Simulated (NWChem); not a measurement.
System: C₃H₅FSi; SMILES FC1=CC[SiH2]1

```xyz
10

F     -0.3195     2.1117     0.0000
C     -0.0016     0.8148     0.0000
C      1.2408     0.2638     0.0000
C      1.0265    -1.2474     0.0000
Si    -0.8593    -0.8659     0.0000
H      2.2146     0.7882     0.0000
H      1.4192    -1.7651    -0.9005
H      1.4192    -1.7651     0.9005
H     -1.6457    -1.2540    -1.2234
H     -1.6457    -1.2540     1.2234
```
Atoms are numbered in this order, from 1.

Results from NWChem. All runs use the structure optimised with PBE-D3(BJ)/def2-SVP. Level: PBE/def2-SVP with SMD (1 M gas to 1 M solution), gas-phase geometry. Reactions with the solvent are ignored.

Task: Estimate the computed values for solvent N,N-dimethylformamide. Quantities: solvation free energy (kcal/mol); cavity-dispersion-structure term (kcal/mol); dipole in solution (D).

Result: solvation free energy (kcal/mol): -0.6
cavity-dispersion-structure term (kcal/mol): 0.9
dipole in solution (D): 1.78
